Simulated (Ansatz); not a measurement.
One change: `C[NH][InH][CH3]` becomes `C[NH][InH][F]`.

Ansatz, PBE0-D4/def2-TZVP geometries, multiplicity 1. Each molecule was computed in one conformer, which needn't be the lowest.

Elements past krypton have def2 core potentials.

| property | `C[NH][InH][CH3]` |
| --- | --- |
| HOMO–LUMO gap (PBE/def2-TZVPP) / eV | 3.48 |
| LUMO energy (PBE0/def2-TZVPP) / eV | -0.76 |
| HOMO–LUMO gap (PBE0/def2-TZVPP) / eV | 5.36 |
| HOMO–LUMO gap (B3LYP/def2-TZVPP) / eV | 4.91 |
| LUMO energy (B3LYP/def2-TZVPP) / eV | -1.03 |
| size of the dipole moment (PBE/def2-TZVPP) / D | 0.81 |

**Question.** What does the change do to each property? (Estimate.)

**Answer.** Ansatz gave: 
```json
{"property": "HOMO–LUMO gap (PBE/def2-TZVPP) / eV", "`C[NH][InH][F]`": "3.76", "shift": "0.28"}
{"property": "LUMO energy (PBE0/def2-TZVPP) / eV", "`C[NH][InH][F]`": "-0.99", "shift": "-0.23"}
{"property": "HOMO–LUMO gap (PBE0/def2-TZVPP) / eV", "`C[NH][InH][F]`": "5.70", "shift": "0.34"}
{"property": "HOMO–LUMO gap (B3LYP/def2-TZVPP) / eV", "`C[NH][InH][F]`": "5.23", "shift": "0.32"}
{"property": "LUMO energy (B3LYP/def2-TZVPP) / eV", "`C[NH][InH][F]`": "-1.28", "shift": "-0.25"}
{"property": "size of the dipole moment (PBE/def2-TZVPP) / D", "`C[NH][InH][F]`": "3.21", "shift": "2.40"}
```

With PBE0 the HOMO falls by 0.57 eV and the LUMO falls by 0.23 eV, so the gap widens by about 0.34 eV. PBE moves the HOMO by -0.51 eV and ωB97M-V by -0.58 eV. The zero-point energy changes by -87.7 kJ/mol with -9 modes. Dipoles are sizes alone; their direction can turn.

B3LYP here is the variant with VWN-RPA as its local correlation; programs differ in this.
